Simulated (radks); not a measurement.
Task: Spherical quantum dot in the effective-mass picture: electrons in a parabolic well V = omega^2 r^2 / 2 with omega = 0.0594, with a point charge +1 (a donor) at the centre, all in effective atomic units (hartree* = m*/eps^2 hartree, bohr* = eps/m* bohr), one dielectric constant everywhere. Calculated with a radial shooting solver with Libxc functionals: non-relativistic Kohn-Sham, exchange-only LDA, spin-polarised, spherical densities. Levels are named by radial order and angular momentum (1s, 1p, 1d, 2s, ...), and open shells are averaged over m. Results are scaled to m* = 0.154 and eps = 8.1, for which hartree* = 63.87 meV and bohr* = 2.783 nm. At N = 23 the configuration is 1s2 1p(up 3, down 0) 1d(up 5, down 0) 2s(up 1, down 0) 1f(up 7, down 0) 1g(up 4, down 0) 3s(up 1, down 0). Does electron 24 go into 2p up or 2d up or 1g up?

Result: Into 1g up. The total energies of the other choices lie higher by 0.00741 meV (2p up), 1.30 meV (2d up).
